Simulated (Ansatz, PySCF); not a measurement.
C2H7BN2O, SMILES C/C=N/B(N)O.

Coordinates come from a PBE0-D3(BJ)/def2-SVP optimisation. The structure was generated by enumeration; whether it is a known compound was not checked. The values are those of a single conformer.

Vertical ionisation energy (IE) and electron affinity (EA) in eV. Rows of orbital energies are one-electron estimates. Where ΔSCF, EOM or ADC give a negative EA the extra electron is unbound and the value depends on the basis.

```json
[
 {"level": "−ε(HOMO), −ε(LUMO), ωB97X/def2-TZVP (PySCF)", "IE": "9.45", "EA": "-1.93"},
 {"level": "−ε(HOMO), −ε(LUMO), PBE/def2-TZVP (PySCF)", "IE": "5.55", "EA": "1.42"},
 {"level": "ΔSCF, PBE0/def2-SVPD (Ansatz), final states of multiplicity 2 and 2", "IE": "…", "EA": "…"},
 {"level": "ΔSCF, PBE/def2-SVPD (Ansatz), final states of multiplicity 2 and 2", "IE": "8.77", "EA": "-1.00"}
]
```

Question: Fill in the missing entries. (Estimate from the structure and the level; the computed values follow.)

Answer: 
- ΔSCF, PBE0/def2-SVPD (Ansatz, a quantum-chemistry and plane-wave program), final states of multiplicity 2 and 2, IE: 9.05
- ΔSCF, PBE0/def2-SVPD (Ansatz), final states of multiplicity 2 and 2, EA: -1.23

Question: What vertical singlet–triplet gap does ΔSCF give with PBE0/def2-SVPD (Ansatz) and with PBE/def2-SVPD (Ansatz)? (Estimate from the structure and the level; the computed values follow.)

Answer: 3.88 and 3.88 eV (triplet above singlet where positive).
